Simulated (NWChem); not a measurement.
Molecule: CH2F2OSi; SMILES O=C[SiH](F)F

```xyz
7

O      0.2253    -2.2903     0.0000
C     -0.4844    -1.2999     0.0000
Si     0.3263     0.4536     0.0000
F     -0.1905     1.2716     1.3118
F     -0.1905     1.2716    -1.3118
H     -1.6180    -1.3934     0.0000
H      1.8147     0.3746     0.0000
```
Atoms are numbered in this order, from 1.

Results from NWChem. Pople sets run with spherical d functions. All runs use the structure optimised with PBE-D3(BJ)/def2-SVP. Static field.

Question: Order these by “anisotropy (bohr³)”, lowest first: CAM-B3LYP/6-31G*; CAM-B3LYP/def2-SVPD; CAM-B3LYP/6-31+G*.

Answer: CAM-B3LYP/def2-SVPD (11.0), CAM-B3LYP/6-31G* (11.7), CAM-B3LYP/6-31+G* (12.4)
